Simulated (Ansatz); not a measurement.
H₄OSeSn, SMILES `[OH][SnH2][SeH]` at its PBE0-D4/def2-TZVP geometry, where that method's forces vanish. Total charge 0; spin multiplicity 1. Sn: def2 effective core potential.

```xyz
7

O     1.1742   -1.2248   -0.4435
Sn    0.2797    0.1877    0.5874
Se   -1.9867    0.6310   -0.4357
H     0.5795   -1.9410   -0.6796
H    -0.0132   -0.3501    2.1794
H     1.3428    1.5038    0.4395
H    -1.3761    1.1935   -1.6476
```

Task: What forces (eV/Å) does ωB97M-V/def2-TZVPP give on these atoms in Ansatz 0.2.0? (Best estimate.)

Result: The calculation gave: 
```
O1  -0.066 -0.037 -0.007
Sn2 -0.033  0.094  0.075
Se3  0.153  0.018 -0.047
H4   0.050  0.020 -0.002
H5   0.026  0.040 -0.118
H6  -0.086 -0.095  0.012
H7  -0.043 -0.040  0.088
```
